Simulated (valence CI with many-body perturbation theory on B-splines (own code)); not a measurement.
# Ga26+ in brief

Calculated by relativistic CI+MBPT: three valence electrons over a frozen Dirac-Fock core [He], radial functions for each j: 9 s, 9 p, 8 d, 6 f, 3 g, 1 h, with the one-electron correlation potential Σ1 (screened to all orders), the two-electron term Σ2, the three-electron term Σ3, Breit, model QED; selected single and double excitations, second order for the rest, scaled by the run's own slope (own B-spline code, finite nucleus).

No measured spectrum was set against this ion. As an estimate, large intervals hold to a few tenths of a per cent, small ones and those within an open d or f shell to about a per cent.

Names give the largest LS component (configuration and term), which can be under half, so a name can repeat, a term be missing and a line seem to break the LS rules; names also repeat where a configuration has a term twice.

Rates and lifetimes use the calculated energies. Strong lines usually hold to 10 to 20 %, long lifetimes can be off by a factor of two.

(1) What is the ground level?

(2) Name the longest-lived excited levels whose lifetime is computed, and their main decay.

(3) Among levels below 122.22 Ry, which E1 lines absorb most strongly from the ground level?

(4) How is the term ²P° of the ground level split?

(5) What is the ionisation energy?

Results:

(1) 2s²2p ²P°_1/2, composition 98 % 2s²2p ²P°, g = 0.658.

(2) 2s²2p ²P°_3/2 at 2.34 Ry lives 6.62 μs, mostly by M1 to 2s²2p ²P°_1/2; 2s2p² ⁴P_3/2 at 6.24 Ry lives 26.6 ns, mostly by E1 to 2s²2p ²P°_3/2; 2s2p² ⁴P_5/2 at 7.11 Ry lives 2.99 ns, mostly by E1 to 2s²2p ²P°_3/2.

(3) to 2s²3d ²D_3/2 at 0.7934 nm, f = 0.684; to 2s2p3p ²D_3/2 at 0.7731 nm, f = 0.230; to 2s2p3p ²P_1/2 at 0.7760 nm, f = 0.126.

(4) J = 1/2 at 0.00, J = 3/2 at 2.34 Ry.

(5) 2683.6 eV; NIST lists 2683 ± 1.4 eV (semi-empirical).
